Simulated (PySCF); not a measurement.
## C₆ coefficients of unlike pairs at M06-2X

Calculated with PySCF 2.14 from the dipole response of each species, C₆(A,B) = (3/π) ∫ α_A(iu) α_B(iu) du, in atomic units, from isotropic polarisabilities. For ions this is the dispersion term alone; charge-induced terms of lower order in 1/R come first.

| species | configuration | basis | relativity | α (bohr³) | C₆ (like pair) |
| --- | --- | --- | --- | --- | --- |
| Si | [Ne] 3s2 3p2 (3P) | def2-TZVPPD (6s5p4d1f) | none | 38.69 | 306.4 |
| Be | [He] 2s2 (1S) | x2c-QZVPPall with one added diffuse shell each of s, p type (8s5p2d1f) | spin-free X2C | 41.48 | 232.0 |
| P | [Ne] 3s2 3p3 (4S) | aug-cc-pV(D+d)Z (5s4p3d) | none | 25.61 | 189.4 |
| O | [He] 2s2 2p4 (3P) | dyall-acv3z (15s9p4d2f) | spin-free X2C | 5.107 | 15.23 |

Problem. Estimate C₆ for O with Si.

Solution. The integral gives 60.21. The combination rule 2 C_A C_B / (C_A α_B/α_A + C_B α_A/α_B) gives 59.90 and the geometric mean 68.31.

No spin-orbit coupling is included.

The other pairs:

```tsv
pair	C₆
P, Si	237.8
Be, Si	260.6
O, Be	46.50
O, P	50.35
P, Be	195.5
```
